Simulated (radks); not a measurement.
Isoelectronic series with 23 electrons, all held in the configuration [Ar] 3d3 4s2, which need not be the ground one along the series. All-electron calculation, scalar-relativistic Kohn-Sham, BLYP, spin-unpolarised, spherical densities, point nucleus. Program: a radial shooting solver on a logarithmic mesh with Libxc functionals. Total energies (hartree) and orbital eigenvalues (Ry):

[
 {"ion": "V", "E (hartree)": "-949.28806", "4s": "-0.33712", "3d": "-0.37096", "3p": "-3.22070"},
 {"ion": "Fe3+", "E (hartree)": "-1269.37679", "4s": "-2.69330", "3d": "-4.31293", "3p": "-8.33484"},
 {"ion": "Cu6+", "E (hartree)": "-1639.80107", "4s": "-6.39427", "3d": "-10.64370", "3p": "-15.82923"},
 {"ion": "Ge9+", "E (hartree)": "-2060.81326", "4s": "-11.32548", "3d": "-19.11464", "3p": "-25.47039"},
 {"ion": "Br12+", "E (hartree)": "-2532.88360", "4s": "-17.46035", "3d": "-29.65987", "3p": "-37.20929"},
 {"ion": "Sr15+", "E (hartree)": "-3056.59976", "4s": "-24.79395", "3d": "-42.25218", "3p": "-51.03321"},
 {"ion": "Nb18+", "E (hartree)": "-3632.64622", "4s": "-33.33063", "3d": "-56.87873", "3p": "-66.94304"},
 {"ion": "Ru21+", "E (hartree)": "-4261.80007", "4s": "-43.08013", "3d": "-73.53355", "3p": "-84.94667"}
]
